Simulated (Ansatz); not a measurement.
## Relative stability

The two ends of one reaction step of GeH₆SO, closed shell (PBE0-D4/def2-TZVP).

A:

```tsv
atom	x (Å)	y (Å)	z (Å)
Ge1	-0.6762	0.9955	0.5647
S2	0.2424	-0.8236	1.4944
H3	0.2900	1.5883	-0.4663
H4	-0.9659	2.0218	1.6720
H5	-1.9715	0.4978	-0.0760
H6	0.4608	-1.4720	-0.8947
O7	0.2020	-1.3355	-1.8153
H8	1.3924	-0.2118	1.8219
H9	1.0260	-1.2604	-2.3007
```

B:

Ge1  (-0.679, 1.064, -0.572)
S2  (0.343, -1.960, 1.882)
H3  (-0.991, 1.963, -1.782)
H4  (0.172, 1.833, 0.454)
H5  (-1.946, 0.486, 0.057)
H6  (0.468, -1.594, 0.590)
O7  (0.231, -0.371, -1.146)
H8  (1.441, -1.279, 2.243)
H9  (0.961, -0.141, -1.726)
(Å)

Program: Ansatz 0.2.0. Basis: def2-TZVPP. Cores are frozen in the correlated methods. Filled d shells of the heavier atoms are correlated. The def2 sets are not built for correlating such inner shells, so the correlated values are less sure here. B3LYP uses VWN-RPA correlation.

Q: Which structure is lower at CCSD(T), and by how much? (An estimate is asked for; the value comes from the calculation.)

A: The calculation gives: A, by 24.0 kJ/mol (electronic energy, against the other). By their contacts, A is a complex of GeH₄S ([SH][GeH3]) + H₂O and B is a complex of GeH₄O ([OH][GeH3]) + H₂S.

All methods give the same order:

```csv
method,E(B) − E(A) (kJ/mol)
SPW92,32.1
PBE-D4,33.0
BLYP-D4,24.1
r2SCAN-D4,28.0
B97M-V,22.7
PBE0-D4,33.7
B3LYP-D4,25.2
r2SCAN0-D4,30.2
BHLYP-D4,24.4
CAM-B3LYP-D4,20.2
wB97X-V,23.6
wB97M-V,26.8
B2PLYP,22.5
PBE-QIDH,30.0
RPA on PBE,19.8
HF,16.3
MP2,26.1
CCSD,22.8
CCSD(T),24.0
```

No T1 diagnostic of these runs exceeds 0.012.

Labels in which every atom is bracketed show which atoms are joined, not bond orders.

For scale, one of the runs: CCSD(T)/def2-TZVPP, 205 basis functions (an equivalent command: `ansatz run in.yaml --threads 4`). Hardware: 4 CPU threads, shared host. Wall time 99 s; peak host memory 2.6 GiB.
